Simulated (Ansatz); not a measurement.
Total energies of `[BH2][GeH2][BH]N`.

Cartesian coordinates in Å:
```
B -1.762 -0.629 1.236
Ge -0.353 -0.984 -0.203
B 1.151 0.433 -0.001
N 1.318 1.413 -0.963
H -2.710 0.066 1.016
H -1.622 -1.052 2.346
H -0.950 -0.893 -1.628
H 0.261 -2.391 -0.050
H 1.884 0.435 0.946
H 2.032 2.121 -0.906
H 0.751 1.481 -1.793
```

Total charge 0; spin multiplicity 1. Correlated methods include outer-core shells of Ge, which these sets cover unevenly. Scalar relativity is left out up to krypton. The geometry is a stationary point of PBE0-D4/def2-TZVP. It is one conformer, not always the lowest. Basis def2-TZVPP, Ansatz.

RPA on PBE orbitals: Hartree–Fock energy of these orbitals -2183.24419 Eh, correlation -1.16324 Eh (frozen core).

```json
{"functional": "PBE", "energy without D4 (Eh)": "-2185.21693", "D4 term (kJ/mol)": "-18.3"}
{"functional": "revPBE", "energy without D4 (Eh)": "-2185.50570", "D4 term (kJ/mol)": "-52.8"}
{"functional": "BLYP", "energy without D4 (Eh)": "-2185.69820", "D4 term (kJ/mol)": "-39.8"}
{"functional": "B97M-V", "energy without D4 (Eh)": "-2185.32558", "D4 term (kJ/mol)": "–"}
{"functional": "PBE0", "energy without D4 (Eh)": "-2185.29512", "D4 term (kJ/mol)": "-15.6"}
{"functional": "B3LYP", "energy without D4 (Eh)": "-2185.76621", "D4 term (kJ/mol)": "-29.6"}
{"functional": "r2SCANh", "energy without D4 (Eh)": "-2185.60925", "D4 term (kJ/mol)": "-4.8"}
{"functional": "HSE06 (plane-wave form)", "energy without D4 (Eh)": "-2185.28816", "D4 term (kJ/mol)": "-14.6"}
{"functional": "BHLYP", "energy without D4 (Eh)": "-2185.62263", "D4 term (kJ/mol)": "-23.6"}
{"functional": "CAM-B3LYP", "energy without D4 (Eh)": "-2185.75825", "D4 term (kJ/mol)": "-15.9"}
{"functional": "LC-ωPBE", "energy without D4 (Eh)": "-2185.35195", "D4 term (kJ/mol)": "–"}
{"functional": "ωB97X-V", "energy without D4 (Eh)": "-2185.48217", "D4 term (kJ/mol)": "–"}
{"functional": "B2PLYP", "energy without D4 (Eh)": "-2185.22860", "D4 term (kJ/mol)": "–"}
{"functional": "PBE-QIDH", "energy without D4 (Eh)": "-2184.95182", "D4 term (kJ/mol)": "–"}
```

Problem. Give the same for LDA (SPW92), r2SCAN, r2SCAN0, ωB97M-V. (Best estimate.)

Solution. Computed: 
| functional | energy without D4 (Eh) | D4 term (kJ/mol) |
| --- | --- | --- |
| LDA (SPW92) | -2181.46194 | – |
| r2SCAN | -2185.62038 | -4.5 |
| r2SCAN0 | -2185.59387 | -5.4 |
| ωB97M-V | -2185.51754 | – |

B3LYP takes the VWN-RPA correlation (the form of Gaussian; ORCA's B3LYP/G). HSE06 is the plane-wave form, built on full-range PBE exchange. The double hybrids freeze the cores in their second-order part.

LC-ωPBE has ω = 0.4 bohr⁻¹.
